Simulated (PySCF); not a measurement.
Si(H)(I)2(OH) (H2I2OSi), SMILES I[SiH](I)O. The structure is a stationary point at PBE-D3(BJ)/def2-SVP. The structure was generated by enumeration, and PubChem lists no compound with its InChIKey, so it may never have been made. The def2 effective core potentials stand for the cores of I; spin–orbit coupling is left out. The values are those of a single conformer.

Calculation: PBE-D3(BJ)/def2-SVP run with PySCF.

Harmonic wavenumbers (cm⁻¹): 82, 151, 206, 282, 318, 399, 714, 741, 832, 901, 2231, 3744. Rotational constants (GHz): 2.917, 0.4859, 0.4265; symmetry number 1.

Problem. Work out the zero-point energy and the ideal-gas rigid-rotor harmonic-oscillator thermochemistry at 298.15 K and 1 atm.

Solution. ZPE = ½ Σ hcν = ½ × 10601 cm⁻¹ = 15.15 kcal/mol. H − E(el) = 19.68 kcal/mol. Entropy in cal/(mol K): translation 42.99, rotation 30.65, vibration 13.26, total 86.90. G − E(el) = -6.23 kcal/mol. Cp = 21.12 cal/(mol K). Modes under 150 cm⁻¹ make the vibrational entropy uncertain.
